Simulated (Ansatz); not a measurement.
Basis-set extrapolation for CH₇FSSi₂ (`FC([SiH3])[SiH2]S`) (PBE0-D4/def2-TZVP geometry, frozen core, Ansatz 0.2.0). Multiplicity 1, RHF reference.

```csv
,def2-TZVPP,def2-QZVPP
HF,-1116.884483,-1116.919926
MP2 correlation,-0.847741,-0.917973
CCSD(T) correlation,-0.947278,not run
```

Energies in hartree. Use E(X) = E(∞) + A·exp(−7.88·√X) for Hartree–Fock and E(X) = E(∞) + B·X^(−2.97) for correlation, with X = 3 and 4, and add CCSD(T) minus MP2 of the smaller set to the MP2 limit.

Q: What is the CCSD(T) energy at the basis-set limit?

A: HF limit: -1116.919926 + (-0.035443) × 0.13774 = -1116.92481. MP2 limit: -0.917973 + (-0.070232) × 0.74074 = -0.97000. Higher-order term: -0.947278 − (-0.847741) = -0.09954. Total: -1117.99435 hartree, 426.9 kJ/mol below CCSD(T)/def2-TZVPP.
